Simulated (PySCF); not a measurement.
# One molecule, several mistakes: CGeH7Si cation

All numbers below are calculated, not measured. The program is PySCF 2.14.0, an open-source quantum chemistry code, run on an isolated molecule that a program drew, which may never have been made. The molecule is CGeH7Si cation (charge +1, singlet), drawn as the SMILES string `C[SiH+][GeH3]`.

Each row is a Hartree-Fock (HF) and frozen-core CCSD(T) single point in the cc-pV(D+d)Z basis, meant for a local HF minimum. Run 1 is clean. Each other run has one planted mistake out of seven kinds, and not every kind appears here: one electron removed, one electron added, multiplicity raised by two, geometry at a saddle point, minimal basis STO-3G, one bond length entered in bohr, all coordinates scaled. The reference is restricted for singlets and unrestricted otherwise, and also for a bond in bohr. Adding or removing an electron swaps singlet and doublet. Electrons count all cores. HOMO and LUMO are orbital energies over both spins, the gradient is its largest component, and the lowest frequency (negative if imaginary) is given only where the gradient is small. Bond lengths are over the 9 bonds as drawn. T1 is the CCSD diagnostic: over 0.02 (restricted) or 0.045 (unrestricted) a single reference is doubtful. Germanium has the cc-pVDZ-PP basis, with a core potential (ECP10MDF) in place of its 10 inner electrons, and its 3s, 3p and 3d shells are frozen in CCSD(T).

Geometry of the clean run:
```xyz
10
CGeH7Si cation, angstrom
C    -1.6878    1.3994    0.5656
Si   -0.6106    1.8543   -0.8552
Ge    1.2028    0.5329   -1.8401
H    -1.4561    0.4214    0.9849
H    -2.7334    1.4224    0.2356
H    -1.5888    2.1677    1.3419
H    -0.9248    3.1767   -1.4218
H     1.2590   -0.7480   -1.0303
H     0.7647    0.3460   -3.2825
H     2.4203    1.4280   -1.6858
```

```
run,electrons,basis functions,<S^2>,HOMO (eV),LUMO (eV),gradient (hartree/bohr),lowest frequency (cm^-1),mean bond (Å),longest bond (Å),T1,HF (hartree),CCSD(T) (hartree),mistake
1,58,95,0.000,-16.32,-5.15,4.3e-06,27,1.5111,2.450,0.0121,-623.98309,-624.37142,no fault
2,58,95,2.010,-13.23,-7.90,4.2e-02,-,1.5111,2.450,0.0175,-623.87250,-624.25401,multiplicity raised by two
3,57,95,0.766,-23.24,-14.28,6.5e-02,-,1.5111,2.450,0.0174,-623.42129,-623.79006,one electron removed
4,58,95,0.903,-14.25,-5.34,7.8e-03,-,1.6613,2.870,0.0341,-623.88508,-624.25811,?
5,58,95,0.000,-16.41,-5.14,1.0e-02,-,1.4915,2.419,0.0120,-623.98169,-624.36861,?
```

**Which mistake was planted in run 4, and what did it cost?**

The mean bond changes by a factor of 1.099 and the longest by 1.171, so the molecule wasn't scaled as a whole. A length L in bohr read as angstrom grows by (1/0.5292 - 1) L = 0.890 L. The 9 bonds together grew by 9 x 0.1502 = 1.352 Å, which gives L = 1.519 Å. That is the length of one of the Ge-H bonds, 1.519 Å in the clean geometry. So the mistake is: one bond length entered in bohr. Subtracting run 1 and multiplying by 627.51 kcal/mol a hartree, the energy moved by 61.5 kcal/mol in HF and 71.1 kcal/mol in CCSD(T).

**Which mistake was planted in run 5, and what did it cost?**

The mean and the longest bond both change by the same factor, 0.987, and the gradient is no longer small. So the mistake is: all coordinates scaled. Subtracting run 1 and multiplying by 627.51 kcal/mol a hartree, the energy moved by 0.9 kcal/mol in HF and 1.8 kcal/mol in CCSD(T).

